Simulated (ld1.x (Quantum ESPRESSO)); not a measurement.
**Before and after: TM potential for lanthanum (La)**

La (Z = 57), norm-conserving Troullier–Martins (Kleinman–Bylander form), made with ld1.x (Quantum ESPRESSO) 7.5 (PBE, scalar-relativistic). Core [Xe], reference 4f0 5d1 6s2 6p0. Waves: 6p (bound, empty): rc 3.95 bohr; 5d (bound): rc 3.70 bohr; 4f (bound, empty): rc 1.70 bohr; 6s (bound): rc 4.05 bohr. Local part: the s channel. Core correction: none.

Change: all radii scaled by about 0.79 (s 3.18, p 3.10, d 2.90, f 1.34 bohr).

Cutoffs: the cutoffs (Ry, on a coarse ladder) from which the occupation-weighted sum of valence levels, in a spherical-Bessel basis at the reference potential, stays within 10 and 1 mRy of its value at 400 Ry; they do not see the model core or the augmentation charge, which bear on the density cutoff. Errors are all-electron minus pseudo energies relative to the spin-unpolarised reference configuration.

Problem. Predict the effect on cutoff, ghosts and configuration errors.

Solution. The potential gets harder (10 Ry and 12 Ry → 10 Ry and 15 Ry); a bound ghost appears in p, which as a rule spoils a file; of the 6 tests that both files solve, the error grows in 1 and shrinks in 0 by more than 15 % and 0.3 meV (median size 33.5 → 48.8 meV). A smaller radius makes the pseudo-wave follow the all-electron one further in, where it bends more sharply, so more plane waves are needed.

| quantity | base | changed |
| --- | --- | --- |
| cutoff, loose | 10 Ry | 10 Ry |
| cutoff, tight | 12 Ry | 15 Ry |
| bound ghosts | none | p |
| tests counted (converged, no solver errors) | 6 of 7 | 6 of 7 |
| error for 4f0 5d1 6s1 6p0, meV [ΔE 5.97 eV] | -3.3 | -3.0 |
| error for 4f0 5d1 6s0 6p0, meV [ΔE 16.85 eV] | +151 | +148 |
| error for 4f0 5d1 6s1.5 6p0, meV [ΔE 2.40 eV] | -1.9 | -1.8 |
| error for 4f0 5d2 6s1 6p0, meV [ΔE 0.79 eV] | +42 | +41 |
| error for 4f0 5d0 6s2 6p0, meV [ΔE 6.38 eV] | +185 | +191 |
| error for 4f0 5d1 6s0 6p1, meV [ΔE 8.92 eV] | +25 | +56 |

Base: The cutoffs count occupied waves only; the empty 4f level needs 110 Ry at the loose tolerance. Tests not counted: 4f1 5d0 6s2 6p0 (all-electron atom not converged, printed error -1496 eV). Changed file: The cutoffs count occupied waves only; the empty 4f level needs 160 Ry at the loose tolerance. Tests not counted: 4f1 5d0 6s2 6p0 (all-electron atom not converged, printed error -1496 eV). A true bound ghost makes a file unfit for plane-wave use even where its test errors are small: the radial tests pick states by their node count and pass the ghost by. Where a test does run into it, the solver fails or the error is huge.
